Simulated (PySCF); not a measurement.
**C₆ coefficients of unlike pairs at PBE0**

Calculated with PySCF 2.14 from the dipole response of each species, C₆(A,B) = (3/π) ∫ α_A(iu) α_B(iu) du, in atomic units, from isotropic polarisabilities. For ions this is the dispersion term alone; charge-induced terms of lower order in 1/R come first.

| species | configuration | basis | relativity | α (bohr³) | C₆ (like pair) |
| --- | --- | --- | --- | --- | --- |
| Co²⁺ | [Ar] 3d7 (4F) | def2-QZVPPD (11s6p5d4f2g) | none | 3.379 | 9.530 |
| Sc²⁺ | [Ar] 3d1 (2D) | x2c-TZVPPall with one added diffuse shell each of s, p, d, f type (7s6p5d3f1g) | spin-free X2C | 4.903 | 14.22 |
| Ta²⁺ | [Xe] 4f14 5d3 (4F) | aug-cc-pVTZ-PP with ECP60MDF (6s6p5d3f2g) | core potential | 14.15 | 78.38 |
| Ti⁺ | [Ar] 3d2 4s1 (4F) | aug-cc-pVTZ (8s7p5d3f2g) | none | 51.19 | 328.8 |

Problem. Estimate C₆ for Ti⁺ with Ta²⁺.

Solution. The integral gives 141.4. The combination rule 2 C_A C_B / (C_A α_B/α_A + C_B α_A/α_B) gives 137.7 and the geometric mean 160.5.

No spin-orbit coupling is included.

The other pairs:

```csv
pair,C₆
"Ti⁺, Sc²⁺",54.61
"Ta²⁺, Sc²⁺",32.85
"Sc²⁺, Co²⁺",11.53
"Ti⁺, Co²⁺",41.30
"Ta²⁺, Co²⁺",26.13
```
